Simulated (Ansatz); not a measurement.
## Molecular dynamics of C5H15NO2Si

Input file:

```yaml
crystal:
  periodic: [false, false, false]
  atoms:
    - { symbol: Si, position_ang: [-0.168771, -0.14893, 0.104176] }
    - { symbol: O, position_ang: [0.394815, -0.228219, 1.722453] }
    - { symbol: C, position_ang: [-0.724492, -0.431446, 2.637778] }
    - { symbol: H, position_ang: [-1.247812, -1.403221, 2.487719] }
    - { symbol: H, position_ang: [-0.314556, -0.432623, 3.666837] }
    - { symbol: H, position_ang: [-1.492423, 0.372479, 2.583723] }
    - { symbol: "N", position_ang: [1.216656, 0.091612, -0.968644] }
    - { symbol: C, position_ang: [2.124236, -1.083971, -1.1397] }
    - { symbol: H, position_ang: [1.528444, -1.974108, -1.40123] }
    - { symbol: H, position_ang: [2.830564, -0.886111, -1.966551] }
    - { symbol: H, position_ang: [2.727553, -1.321959, -0.236666] }
    - { symbol: C, position_ang: [2.022034, 1.309788, -0.638116] }
    - { symbol: H, position_ang: [2.68833, 1.556849, -1.484672] }
    - { symbol: H, position_ang: [1.333498, 2.156125, -0.473018] }
    - { symbol: H, position_ang: [2.655662, 1.195017, 0.26726] }
    - { symbol: O, position_ang: [-1.117742, 1.280111, 0.058288] }
    - { symbol: C, position_ang: [-1.682303, 1.464409, -1.275468] }
    - { symbol: H, position_ang: [-2.427751, 0.684317, -1.549422] }
    - { symbol: H, position_ang: [-2.207096, 2.439843, -1.28158] }
    - { symbol: H, position_ang: [-0.914867, 1.487037, -2.080619] }
    - { symbol: C, position_ang: [-1.10518, -1.684424, -0.442522] }
    - { symbol: H, position_ang: [-2.155762, -1.641871, -0.135244] }
    - { symbol: H, position_ang: [-1.078478, -1.787238, -1.532464] }
    - { symbol: H, position_ang: [-0.668359, -2.590667, -0.008917] }
basis:
  gaussian: { orbitals: STO-3G }
hamiltonian:
  xc: r2scan
md:
  timestep: 0.5
  n_steps: 168
  ensemble: nvt_langevin
  temperature: 500.0
  initial_velocities: maxwell_boltzmann
  seed: 148768
  friction: 0.001
```

Launched with:

```bash
$ ansatz run input.yaml --threads 2 --pin off --max-ram 3072MiB --backend cpu --events-out ev --progress --plain --runs-dir out
```

It starts from a relaxed structure.

Output, in part (one step line in 6, the closing report, with atoms numbered from 0):

```
md step     0: t =     0.00 fs  T =   479.2 K  F+E_penalty+E_count = -18656.01221247 eV  E_kin = 1.486490 eV  (24 SCF iters)
md step     6: t =     3.00 fs  T =   302.5 K  F+E_penalty+E_count = -18655.44311793 eV  E_kin = 0.938299 eV  (26 SCF iters)
md step    12: t =     6.00 fs  T =   268.6 K  F+E_penalty+E_count = -18655.34887421 eV  E_kin = 0.833400 eV  (27 SCF iters)
md step    18: t =     9.00 fs  T =   307.2 K  F+E_penalty+E_count = -18655.43983094 eV  E_kin = 0.953073 eV  (26 SCF iters)
md step    24: t =    12.00 fs  T =   286.5 K  F+E_penalty+E_count = -18655.40965247 eV  E_kin = 0.888874 eV  (27 SCF iters)
md step    30: t =    15.00 fs  T =   266.7 K  F+E_penalty+E_count = -18655.35692084 eV  E_kin = 0.827314 eV  (25 SCF iters)
md step    36: t =    18.00 fs  T =   246.7 K  F+E_penalty+E_count = -18655.28183822 eV  E_kin = 0.765368 eV  (26 SCF iters)
md step    42: t =    21.00 fs  T =   298.7 K  F+E_penalty+E_count = -18655.42577181 eV  E_kin = 0.926654 eV  (27 SCF iters)
md step    48: t =    24.00 fs  T =   194.0 K  F+E_penalty+E_count = -18655.05836960 eV  E_kin = 0.601828 eV  (27 SCF iters)
md step    54: t =    27.00 fs  T =   273.6 K  F+E_penalty+E_count = -18655.28363833 eV  E_kin = 0.848905 eV  (26 SCF iters)
md step    60: t =    30.00 fs  T =   322.9 K  F+E_penalty+E_count = -18655.42494227 eV  E_kin = 1.001703 eV  (26 SCF iters)
md step    66: t =    33.00 fs  T =   239.5 K  F+E_penalty+E_count = -18655.19009165 eV  E_kin = 0.742908 eV  (27 SCF iters)
md step    72: t =    36.00 fs  T =   225.4 K  F+E_penalty+E_count = -18655.13908020 eV  E_kin = 0.699110 eV  (27 SCF iters)
md step    78: t =    39.00 fs  T =   248.6 K  F+E_penalty+E_count = -18655.23039040 eV  E_kin = 0.771294 eV  (27 SCF iters)
md step    84: t =    42.00 fs  T =   310.8 K  F+E_penalty+E_count = -18655.45269013 eV  E_kin = 0.964059 eV  (28 SCF iters)
md step    90: t =    45.00 fs  T =   207.6 K  F+E_penalty+E_count = -18655.13811463 eV  E_kin = 0.644108 eV  (28 SCF iters)
md step    96: t =    48.00 fs  T =   256.6 K  F+E_penalty+E_count = -18655.28944318 eV  E_kin = 0.796154 eV  (27 SCF iters)
md step   102: t =    51.00 fs  T =   278.7 K  F+E_penalty+E_count = -18655.31291922 eV  E_kin = 0.864575 eV  (27 SCF iters)
md step   108: t =    54.00 fs  T =   217.0 K  F+E_penalty+E_count = -18655.14826704 eV  E_kin = 0.673100 eV  (27 SCF iters)
md step   114: t =    57.00 fs  T =   277.0 K  F+E_penalty+E_count = -18655.34236997 eV  E_kin = 0.859410 eV  (27 SCF iters)
md step   120: t =    60.00 fs  T =   239.6 K  F+E_penalty+E_count = -18655.19715705 eV  E_kin = 0.743201 eV  (26 SCF iters)
md step   126: t =    63.00 fs  T =   231.3 K  F+E_penalty+E_count = -18655.18260026 eV  E_kin = 0.717648 eV  (27 SCF iters)
md step   132: t =    66.00 fs  T =   208.5 K  F+E_penalty+E_count = -18655.10156969 eV  E_kin = 0.646915 eV  (27 SCF iters)
md step   138: t =    69.00 fs  T =   271.8 K  F+E_penalty+E_count = -18655.26963438 eV  E_kin = 0.843246 eV  (27 SCF iters)
md step   144: t =    72.00 fs  T =   307.1 K  F+E_penalty+E_count = -18655.37351001 eV  E_kin = 0.952817 eV  (27 SCF iters)
md step   150: t =    75.00 fs  T =   188.9 K  F+E_penalty+E_count = -18654.98913474 eV  E_kin = 0.586077 eV  (26 SCF iters)
md step   156: t =    78.00 fs  T =   288.4 K  F+E_penalty+E_count = -18655.28953172 eV  E_kin = 0.894827 eV  (27 SCF iters)
md step   162: t =    81.00 fs  T =   265.2 K  F+E_penalty+E_count = -18655.21290560 eV  E_kin = 0.822683 eV  (27 SCF iters)
md step   168: t =    84.00 fs  T =   274.7 K  F+E_penalty+E_count = -18655.25080489 eV  E_kin = 0.852052 eV  (26 SCF iters)
Total energy: -18655.25081423 eV, -685.5678224396 hartree
Atom 0 at    -0.189389    -0.140082     0.164405 Å, force     0.092637     0.525106    -0.143047 eV/Å
Atom 1 at     0.494422    -0.103358     1.716208 Å, force    -0.366275    -0.064923     0.893240 eV/Å
Atom 2 at    -0.531551    -0.346046     2.745468 Å, force    -0.530282    -0.814508    -0.690775 eV/Å
Atom 3 at    -0.698122    -1.451200     2.904515 Å, force     0.276404     0.390327    -0.007528 eV/Å
Atom 4 at    -0.164076     0.061179     3.716494 Å, force    -0.426338     0.210697    -0.340775 eV/Å
Atom 5 at    -1.559795     0.029916     2.442614 Å, force     0.851503     0.293492     0.758392 eV/Å
Atom 6 at     1.251358    -0.285421    -0.816471 Å, force    -0.263628     0.129087    -0.434924 eV/Å
Atom 7 at     1.765862    -1.567887    -1.383613 Å, force    -0.520229    -0.055635     0.240902 eV/Å
Atom 8 at     1.070245    -2.377941    -1.061045 Å, force    -0.186185     0.337654    -0.976674 eV/Å
Atom 9 at     1.899270    -1.470676    -2.506318 Å, force    -0.286423    -0.571431     0.975711 eV/Å
Atom 10 at     2.713131    -1.947801    -0.934160 Å, force     0.364621     0.856046    -0.192806 eV/Å
Atom 11 at     1.919270     0.924198    -1.328076 Å, force     1.557991     1.085168    -0.521108 eV/Å
Atom 12 at     1.714813     1.217158    -2.419184 Å, force    -0.048010    -0.746419     0.960695 eV/Å
Atom 13 at     1.631380     1.848662    -0.734178 Å, force     0.317268    -1.110647    -0.280489 eV/Å
Atom 14 at     3.059725     0.774760    -1.268536 Å, force    -1.450742     0.457880     0.043206 eV/Å
Atom 15 at    -1.001244     1.381634     0.082853 Å, force     1.066881    -0.114754     0.980575 eV/Å
Atom 16 at    -1.794088     1.558391    -1.090509 Å, force    -0.607604    -0.867653    -1.208209 eV/Å
Atom 17 at    -2.589700     0.725241    -1.185662 Å, force     0.739939     1.180606    -0.229173 eV/Å
Atom 18 at    -2.312692     2.554101    -0.996943 Å, force     0.238283    -0.611133    -0.264455 eV/Å
Atom 19 at    -1.148526     1.547401    -2.037910 Å, force    -0.927803     0.153741     0.639747 eV/Å
Atom 20 at    -1.381366    -1.535904    -0.170167 Å, force     0.091410     0.905121    -1.399973 eV/Å
Atom 21 at    -2.344948    -1.478793     0.314561 Å, force    -0.500674     0.412605     0.178989 eV/Å
Atom 22 at    -1.517693    -1.602828    -1.272146 Å, force    -0.093205    -0.275740     0.762207 eV/Å
Atom 23 at    -0.917895    -2.415865     0.187739 Å, force     0.610461    -1.704689     0.256271 eV/Å
Dipole moment:    -0.256342    -0.243650    -0.229030 e Å
```

All steps were run. The mean temperature of the second half is 49 % below the set value. A run of 0.084 ps of so small a system gives no equilibrium averages. Limits of this set-up: minimal basis.

The same pairs are bonded in the first frame and the last. Pairs count as bonded within 1.25 times the sum of covalent radii (0.12 Å more for H–H).

Last frame:

```xyz
24
Properties=species:S:1:pos:R:3
Si -0.189 -0.140 0.164
O 0.494 -0.103 1.716
C -0.532 -0.346 2.745
H -0.698 -1.451 2.905
H -0.164 0.061 3.716
H -1.560 0.030 2.443
N 1.251 -0.285 -0.817
C 1.766 -1.568 -1.384
H 1.070 -2.378 -1.061
H 1.899 -1.471 -2.506
H 2.713 -1.948 -0.934
C 1.919 0.924 -1.328
H 1.715 1.217 -2.419
H 1.631 1.849 -0.734
H 3.060 0.775 -1.268
O -1.001 1.382 0.083
C -1.794 1.558 -1.091
H -2.590 0.725 -1.186
H -2.313 2.554 -0.997
H -1.149 1.547 -2.038
C -1.381 -1.536 -0.170
H -2.345 -1.479 0.315
H -1.518 -1.603 -1.272
H -0.918 -2.416 0.188
```

Time of the run: 26 min on 2 threads of Arm Neoverse V1, with other jobs on the host, peak memory 0.19 GiB.
